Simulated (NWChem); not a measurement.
System: C$_{3}$H$_{5}$Cl; SMILES C/C=C\Cl

NWChem input:

```
start job
memory heap 200 mb stack 900 mb global 1100 mb
geometry units angstroms noautosym nocenter noautoz
  C     -0.770975     1.752473     0.000000
  C      0.600445     1.158031     0.000000
  C      0.918478    -0.149364     0.000000
  Cl    -0.253063    -1.441284     0.000000
  H     -1.551129     0.967968     0.000000
  H     -0.923787     2.400693    -0.889293
  H     -0.923787     2.400693     0.889293
  H      1.460360     1.851033     0.000000
  H      1.956310    -0.513572     0.000000
end
basis spherical
  C library def2-svp
  Cl library def2-svp
  H library def2-svp
end
dft
  xc b3lyp
  iterations 150
  mulliken
end
task dft energy
esp
  recalculate
  probe 0.07
  range 0.3
  factor 1.0
  spacing 0.02
end
task esp
```

Excerpt of the output:

```
             Northwest Computational Chemistry Package (NWChem) 7.3.0
             --------------------------------------------------------

                             Geometry "geometry" -> ""
                             -------------------------

 Output coordinates in angstroms (scale by  1.889725989 to convert to a.u.)

  No.       Tag          Charge          X              Y              Z
 ---- ---------------- ---------- -------------- -------------- --------------
    1 C                    6.0000    -0.77097500     1.75247300     0.00000000
    2 C                    6.0000     0.60044500     1.15803100     0.00000000
    3 C                    6.0000     0.91847800    -0.14936400     0.00000000
    4 Cl                  17.0000    -0.25306300    -1.44128400     0.00000000
    5 H                    1.0000    -1.55112900     0.96796800     0.00000000
    6 H                    1.0000    -0.92378700     2.40069300    -0.88929300
    7 H                    1.0000    -0.92378700     2.40069300     0.88929300
    8 H                    1.0000     1.46036000     1.85103300     0.00000000
    9 H                    1.0000     1.95631000    -0.51357200     0.00000000

 Effective nuclear repulsion energy (a.u.)     144.9848692086

                                 NWChem DFT Module
                                 -----------------

 Summary of "ao basis" -> "ao basis" (spherical)
 ------------------------------------------------------------------------------
       Tag                 Description            Shells   Functions and Types
 ---------------- ------------------------------  ------  ---------------------
 C                          def2-svp                 6       14   3s2p1d
 Cl                         def2-svp                 8       18   4s3p1d
 H                          def2-svp                 3        5   2s1p

            General Information
            -------------------
          SCF calculation type: DFT
          Wavefunction type:  closed shell.
          No. of atoms     :     9
          No. of electrons :    40
           Alpha electrons :    20
            Beta electrons :    20
          Charge           :     0
          Spin multiplicity:     1
          Use of symmetry is: off; symmetry adaption is: off
          Maximum number of iterations: 150
          AO basis - number of functions:    85
                     number of shells:    41
          Convergence on energy requested:  1.00D-06
          Convergence on density requested:  1.00D-05
          Convergence on gradient requested:  5.00D-04

              XC Information
              --------------
                         B3LYP Method XC Potential
                     Hartree-Fock (Exact) Exchange  0.200
                        Slater Exchange Functional  0.800 local
                    Becke 1988 Exchange Functional  0.720 non-local
              Lee-Yang-Parr Correlation Functional  0.810
                  VWN I RPA Correlation Functional  0.190 local

             Grid Information
             ----------------
          Grid used for XC integration:  medium
          Radial quadrature: Mura-Knowles
          Angular quadrature: Lebedev.
          Tag              B.-S. Rad. Rad. Pts. Rad. Cut. Ang. Pts.
          ---              ---------- --------- --------- ---------
          C                   0.70       49          10.0       434
          Cl                  1.00       88          11.0       590
          H                   0.35       45          11.0       434
          Grid pruning is: on
          Number of quadrature shells:   460
          Spatial weights used:  Erf1

      Superposition of Atomic Density Guess
      -------------------------------------

 Sum of atomic energies:        -574.69434583

      Non-variational initial energy
      ------------------------------

 Total energy =    -576.782131
 1-e energy   =   -1076.320898
 2-e energy   =     354.553898
 HOMO         =      -0.271794
 LUMO         =       0.031614

[...]

                     NWChem Electrostatic Potential Fit Module
                     -----------------------------------------

 Atom parameters

 Number of atoms is                                    9
 Number of basis functions is                         85

 Grid parameters

 Maximum number of grid points is                  36953
 Number of grid points is                          36952
 Grid range                                     0.300000 nm
 Grid spacing                                   0.020000 nm
 Probe radius                                   0.070000 nm
 Atom radius factor                             1.000000

 Atomic radii

    1    0.100000
    6    0.147000
   17    0.169000
 FASTESP  F
  using M.O. file = ./job.movecs

    Atom              Coordinates                           Charge

                                                  ESP

    1 C    -0.077098    0.175247    0.000000    0.124748
    2 C     0.060045    0.115803    0.000000   -0.089419
    3 C     0.091848   -0.014936    0.000000   -0.137518
    4 Cl   -0.025306   -0.144128    0.000000   -0.091994
    5 H    -0.155113    0.096797    0.000000    0.006113
    6 H    -0.092379    0.240069   -0.088929   -0.010633
    7 H    -0.092379    0.240069    0.088929   -0.010701
    8 H     0.146036    0.185103    0.000000    0.072791
    9 H     0.195631   -0.051357    0.000000    0.136613
                                            ------------
                                                0.000000

 Dipole moment                                  0.596911

 Quadrupole moment Qxx                          3.224402
                   Qyy                         -1.566767
                   Qzz                         -1.657634

 RMS deviation kJ/mol                           0.069254

 RRMS %                                        50.432704
```

Level: B3LYP/def2-SVP. Structure relaxed at the PBE-D3(BJ)/def2-SVP level.
